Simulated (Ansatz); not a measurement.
Gas-phase electronic energies from Ansatz, PBE0-D4/def2-TZVP geometries. CCSD(T)/CBS adds triple-zeta CCSD(T) − MP2 to the extrapolated MP2 energy (def2 sets, frozen cores). This one scheme is used for every species, atoms too. For atomizations the MP2-based limit and the directly extrapolated one differ by several kJ/mol either way, and by 10 to 25 for some Ge, Se and Sn compounds, so smaller differences from it don't rank the levels. DFT in def2-TZVPP. No spin–orbit coupling; open shells (•) take unrestricted orbitals. Spin–orbit coupling would lower the free atoms: a little for B, C, S. Each species was taken in one conformer, which may not be the lowest.

`CC[B]S`• → B• + 2 C• + 6 H• + S•  (atomization)

```csv
level,ΔE (kJ/mol),difference from CCSD(T)/CBS
PBE-D4,3712.8,102.7
r2SCANh-D4,3654.6,44.5
ωB97M-V,3637.8,27.7
r2SCANh,3650.0,39.9
BHLYP,3535.2,-74.9
HF/def2-SVP,2797.6,-812.5
MP2/def2-SVP,3490.9,-119.2
CCSD/def2-SVP,3431.8,-178.3
HF/def2-QZVPP,2757.9,-852.2
SCS-MP2/def2-QZVPP,3605.5,-4.6
CCSD(T)/CBS,3610.1,0
```

Largest T1 diagnostic among the species: 0.014.

From BLYP to BHLYP (50 % exact exchange), in def2-TZVPP and without D4, ΔE moves by −43.0 kJ/mol: exact exchange takes away binding that semilocal exchange gives to molecules. At CCSD(T), def2-SVP lies −145.3 kJ/mol from the extrapolated value and def2-TZVPP −79.2 kJ/mol: correlation converges slowly with the basis, and small sets miss more of it in the bonded molecule than in its fragments. The D4 term adds +28.2 kJ/mol with B3LYP and +14.7 kJ/mol with PBE0; it sums over pairs of atoms, weighted by their polarisabilities, and B3LYP, whose exchange is more repulsive, gets the larger term.

B3LYP here is the variant with VWN-RPA as its local correlation; programs differ in this.
